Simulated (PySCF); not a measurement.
Structure problem from calculated spectra and properties.

Formula: C3H5NOSi.

- UV, first state: lowest singlet excitation: 3.55 eV (350 nm, f = 0.001) [TDDFT wB97X-D/def2-SVPD]
- 1H NMR: chemical shifts (computed TMS as zero) by class: 4.24 (3 H), 3.31 (2 H) ppm [GIAO PBE0/pcSseg-1]
- Triplet: lowest triplet excitation (Tamm–Dancoff): 2.93 eV [TDA wB97X-D/def2-SVPD]
- Polarisability: 67.7 au [wB97X-D/def2-SVPD]
- Rotational structure: rotational constants A, B, C: 3.992, 2.168, 1.548 GHz [GFN2-xTB]
- Dipole: 2.78 D [wB97X-D/def2-SVPD]
- 13C NMR: chemical shifts (computed TMS as zero) by class: 233.3 (1 C), 118.2 (1 C), 42.3 (1 C) ppm [GIAO PBE0/pcSseg-1]
- NMR, other nuclei: isotropic shieldings of nuclei other than C and H, by class: -48 (1 N), -535 (1 O), 437 (1 Si) ppm [GIAO PBE0/pcSseg-1]

Electronic properties: PySCF, gas phase, density fitting. Levels stand in brackets. Isolated species at its GFN2-xTB geometry (one conformer only). NMR values are class means; diastereotopic atoms form classes of their own.

Question: Give a SMILES that accounts for the data.

Answer: Numbering: `[N:1]#[C:2][CH2:3][C:4](=[O:5])[SiH3:6]`. Its formula, C3H5NOSi, gives 3 degrees of unsaturation: 0 rings and 3 π bonds in the structure found. 3 carbons fall into 3 classes; from least to most shielded: carbonyl carbon [C4] (233.3 ppm), nitrile carbon [C2] (118.2 ppm), sp3 carbon next to a carbonyl [C3] (42.3 ppm). Hydrogen classes from least to most shielded: 3 H on an SiH3 silicon, Si6 (4.24 ppm, a mean of values up to 0.7 ppm apart in this geometry), 2 H on an sp3 carbon next to a carbonyl, C3 (3.31 ppm). The other shieldings belong to: -48 ppm, nitrile nitrogen [N1]; -535 ppm, carbonyl oxygen [O5]; 437 ppm, SiH3 silicon [Si6]. The optimised geometry has point group C1 and is an asymmetric top. Structure: `N#CCC(=O)[SiH3]`. Computed isomers that give other values at the same levels: `N#C/C=C/[SiH2]O` (13C chemical shifts (computed TMS as zero) by class: 164.9 (1 C), 122.5 (1 C), 122.5 (1 C) ppm). The assignments are read from this structure; whether some other isomer fits the data as well wasn't checked.

Shape of the structure used: `[N:1]#[C:2][CH2:3][C:4](=[O:5])[SiH3:6]`: C2–C3–C4–O5 127°.
